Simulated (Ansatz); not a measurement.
Reaction (formal exchange of groups at the Si–N bond): `N[Si](N)(O)[SiH3]` + `[AlH3]` → `N[Si](O)([AlH2])[SiH3]` + NH₃

Program: Ansatz. Geometries: PBE0-D4/def2-TZVP. ΔE: electronic, gas phase. CCSD(T)/CBS adds triple-zeta CCSD(T) − MP2 to the extrapolated MP2 energy (def2 sets, frozen cores). This one scheme is used for every species. Functionals use def2-TZVPP. B3LYP here is the variant with VWN-RPA as its local correlation; programs differ in this. One conformer a species, not always the lowest.

`N[Si](N)(O)[SiH3]`:

```xyz
13

N    -1.538    0.689   -0.786
Si    0.033    0.111   -0.398
N     0.022   -1.504   -0.954
O     1.102    1.174   -1.073
Si    0.682    0.079    1.854
H    -2.343    0.134   -0.543
H    -1.737    1.673   -0.692
H     0.742   -2.157   -0.693
H    -0.416   -1.752   -1.827
H     0.989    1.357   -2.009
H     1.957   -0.669    2.056
H     0.869    1.457    2.384
H    -0.363   -0.590    2.681
```

`[AlH3]`:

Z-matrix (Å, degrees):
```
Al
H 1 1.586
H 1 1.586 2 120.0
H 1 1.586 2 120.0 3 -179.9
```

`N[Si](O)([AlH2])[SiH3]`:

Cartesian coordinates in Å:
```
N -1.017 0.775 1.259
Si 0.064 -0.223 0.360
O 1.099 -1.171 1.265
Al -1.414 -1.539 -1.115
Si 1.516 1.233 -0.764
H -1.888 0.423 1.623
H -0.696 1.572 1.788
H 0.699 -1.829 1.836
H -2.652 -2.335 -0.495
H -1.203 -1.613 -2.690
H 0.768 1.951 -1.834
H 2.647 0.502 -1.397
H 2.078 2.256 0.164
```

NH₃:

Cartesian coordinates in Å:
```
N -0.202 -0.019 0.195
H -0.181 0.897 -0.236
H 0.716 -0.183 0.588
H -0.333 -0.695 -0.547
```

```csv
level,ΔE (kcal/mol)
B3LYP-D4,18.8
HF/def2-TZVPP,24.0
MP2/def2-TZVPP,21.0
HF/CBS(def2),24.3
```

(1) What does CCSD(T)/CBS give? (Estimate.)

Largest T1 diagnostic among the species: 0.013.

Answers

(1) Computed: +19.1 kcal/mol. The listed levels differ from it by -0.3, 4.9, 1.9, 5.2 kcal/mol.

In def2-TZVPP, CCSD(T) changes the Hartree–Fock value by −4.7 kcal/mol (the triples alone add −0.7 kcal/mol) and MP2 by −3.0 kcal/mol. From PBE to PBE0 (25 % exact exchange), in def2-TZVPP and without D4, ΔE moves by +2.3 kcal/mol.
